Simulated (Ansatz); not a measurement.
Bend profile

GaHCl$_{2}$O (SMILES [OH][Ga]([Cl])[Cl]), closed shell, at its PBE0-D4/def2-TZVP minimum:

```tsv
atom	x (Å)	y (Å)	z (Å)
O1	0.2545	1.3546	0.2459
Ga2	0.1185	-0.3945	0.0568
Cl3	1.5000	-1.6349	1.0577
Cl4	-1.4079	-1.2363	-1.1558
H5	-0.4152	1.8374	-0.2460
```

The angle Cl3–Ga2–Cl4 (120.6° at the minimum) is set to the values below, Cl3, with anything bonded beyond it, turning rigidly in the plane of the angle. Each method's energies count from its own value at the PBE0-D4 minimum structure. Computed with Ansatz 0.2.0 (basis: def2-TZVPP); correlated methods freeze the cores. Filled d shells of the heavier atoms are correlated. The def2 sets are not built for correlating such inner shells, so the correlated values are less sure here.

CCSD(T) energies along the scan:
| angle (°) | CCSD(T) (kcal/mol) |
| --- | --- |
| 90.6 | 16.06 |
| 98.1 | 8.35 |
| 105.6 | 3.54 |
| 113.1 | 0.88 |
| 120.6 | 0.00 |
| 128.1 | 0.76 |
| 135.6 | 3.20 |
| 143.1 | 7.58 |
| 150.6 | 14.49 |
They count from the CCSD(T) energy at the PBE0-D4 minimum.

Minimum and curvature along this coordinate at CCSD(T): A fifth-order fit through the nearest points gives 120.8°, with a curvature of about 1.2 meV/deg².

Largest difference from the CCSD(T) curve over the scan: r2SCAN-D4 0.56; PBE0-D4 0.98; wB97M-V 0.94; MP2 0.34 kcal/mol. Each curve counts from its own value at the minimum.

No T1 diagnostic of these runs exceeds 0.013.

For scale, one of the runs: CCSD(T)/def2-TZVPP, 177 basis functions (an equivalent command: `ansatz run in.yaml --threads 4`). Hardware: 4 CPU threads, shared host. Wall time 71 s; peak host memory 1.6 GiB.
